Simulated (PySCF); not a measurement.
AlCl, SMILES [Al][Cl] (connectivity only; charge and spin as stated), neutral, multiplicity 1. Atoms are numbered in the order given.

```xyz
2

Al     0.0000     0.0000    -1.2166
Cl     0.0000     0.0000     0.9304
```
Charge 0, spin multiplicity 1.

The structure is a stationary point at PBE0-D3(BJ)/def2-TZVPD.

Computed with PBE0-D3(BJ)/def2-TZVPD (PySCF).

Frequencies are harmonic and unscaled.

| mode | ν (cm⁻¹) | IR (km/mol) | Raman (Å⁴/amu) | depolarisation | moving atoms (share of kinetic energy) |
|---|---|---|---|---|---|
| 1 | 470 | 128.2 | 14.3 | 0.48 | Al 57 %, Cl 43 % |
